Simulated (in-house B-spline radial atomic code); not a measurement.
Whole-atom quantities along the 12-electron series, configuration [Ne] 3s2. Computed with an all-electron radial atomic-structure program (B-spline basis): non-relativistic Hartree-Fock, average of the configuration, point nuclei.

This level leaves out relativity, spin-orbit splitting included, which matters for heavy ions.

```json
{"ion": "Br23+", "Z": "35", "E/Z² (Eh)": "-1.8268", "Σ<r²> (bohr²)": "0.78781", "n(0)/Z³ (bohr⁻³)": "0.69622", "Lamb diamagnetic shielding (ppm)": "2435.38", "repulsion over attraction": "0.067981"}
{"ion": "Kr24+", "Z": "36", "E/Z² (Eh)": "-1.8342", "Σ<r²> (bohr²)": "0.73651", "n(0)/Z³ (bohr⁻³)": "0.69733", "Lamb diamagnetic shielding (ppm)": "2510.34", "repulsion over attraction": "0.0662"}
{"ion": "Rb25+", "Z": "37", "E/Z² (Eh)": "-1.8412", "Σ<r²> (bohr²)": "0.6901", "n(0)/Z³ (bohr⁻³)": "0.69838", "Lamb diamagnetic shielding (ppm)": "2585.3", "repulsion over attraction": "0.064509"}
{"ion": "Sr26+", "Z": "38", "E/Z² (Eh)": "-1.8479", "Σ<r²> (bohr²)": "0.64795", "n(0)/Z³ (bohr⁻³)": "0.69939", "Lamb diamagnetic shielding (ppm)": "2660.25", "repulsion over attraction": "0.062902"}
{"ion": "Zr28+", "Z": "40", "E/Z² (Eh)": "-1.8604", "Σ<r²> (bohr²)": "0.57452", "n(0)/Z³ (bohr⁻³)": "0.70126", "Lamb diamagnetic shielding (ppm)": "2810.16", "repulsion over attraction": "0.059914"}
{"ion": "Nb29+", "Z": "41", "E/Z² (Eh)": "-1.8662", "Σ<r²> (bohr²)": "0.54242", "n(0)/Z³ (bohr⁻³)": "0.70214", "Lamb diamagnetic shielding (ppm)": "2885.11", "repulsion over attraction": "0.058523"}
{"ion": "Mo30+", "Z": "42", "E/Z² (Eh)": "-1.8717", "Σ<r²> (bohr²)": "0.51294", "n(0)/Z³ (bohr⁻³)": "0.70297", "Lamb diamagnetic shielding (ppm)": "2960.06", "repulsion over attraction": "0.057195"}
{"ion": "Tc31+", "Z": "43", "E/Z² (Eh)": "-1.877", "Σ<r²> (bohr²)": "0.48582", "n(0)/Z³ (bohr⁻³)": "0.70377", "Lamb diamagnetic shielding (ppm)": "3035.01", "repulsion over attraction": "0.055925"}
{"ion": "Ru32+", "Z": "44", "E/Z² (Eh)": "-1.882", "Σ<r²> (bohr²)": "0.46079", "n(0)/Z³ (bohr⁻³)": "0.70453", "Lamb diamagnetic shielding (ppm)": "3109.97", "repulsion over attraction": "0.05471"}
{"ion": "Rh33+", "Z": "45", "E/Z² (Eh)": "-1.8869", "Σ<r²> (bohr²)": "0.43766", "n(0)/Z³ (bohr⁻³)": "0.70527", "Lamb diamagnetic shielding (ppm)": "3184.92", "repulsion over attraction": "0.053546"}
{"ion": "Pd34+", "Z": "46", "E/Z² (Eh)": "-1.8915", "Σ<r²> (bohr²)": "0.41623", "n(0)/Z³ (bohr⁻³)": "0.70597", "Lamb diamagnetic shielding (ppm)": "3259.87", "repulsion over attraction": "0.05243"}
{"ion": "Ag35+", "Z": "47", "E/Z² (Eh)": "-1.896", "Σ<r²> (bohr²)": "0.39635", "n(0)/Z³ (bohr⁻³)": "0.70665", "Lamb diamagnetic shielding (ppm)": "3334.82", "repulsion over attraction": "0.05136"}
{"ion": "Cd36+", "Z": "48", "E/Z² (Eh)": "-1.9003", "Σ<r²> (bohr²)": "0.37786", "n(0)/Z³ (bohr⁻³)": "0.70729", "Lamb diamagnetic shielding (ppm)": "3409.77", "repulsion over attraction": "0.050332"}
{"ion": "In37+", "Z": "49", "E/Z² (Eh)": "-1.9044", "Σ<r²> (bohr²)": "0.36063", "n(0)/Z³ (bohr⁻³)": "0.70792", "Lamb diamagnetic shielding (ppm)": "3484.72", "repulsion over attraction": "0.049345"}
{"ion": "Sn38+", "Z": "50", "E/Z² (Eh)": "-1.9083", "Σ<r²> (bohr²)": "0.34456", "n(0)/Z³ (bohr⁻³)": "0.70852", "Lamb diamagnetic shielding (ppm)": "3559.67", "repulsion over attraction": "0.048395"}
{"ion": "Sb39+", "Z": "51", "E/Z² (Eh)": "-1.9122", "Σ<r²> (bohr²)": "0.32955", "n(0)/Z³ (bohr⁻³)": "0.7091", "Lamb diamagnetic shielding (ppm)": "3634.62", "repulsion over attraction": "0.047481"}
{"ion": "Te40+", "Z": "52", "E/Z² (Eh)": "-1.9158", "Σ<r²> (bohr²)": "0.31549", "n(0)/Z³ (bohr⁻³)": "0.70966", "Lamb diamagnetic shielding (ppm)": "3709.57", "repulsion over attraction": "0.0466"}
{"ion": "I41+", "Z": "53", "E/Z² (Eh)": "-1.9194", "Σ<r²> (bohr²)": "0.30232", "n(0)/Z³ (bohr⁻³)": "0.71019", "Lamb diamagnetic shielding (ppm)": "3784.52", "repulsion over attraction": "0.045752"}
```

(1) With what power of Z does the column «Σ<r²> (bohr²)» change over this range?

## Answers

(1) A fit of the logarithm of its size against log Z from Z = 35 to 53 has slope -2.31. Unscreened non-relativistic hydrogenic orbitals would give -2.
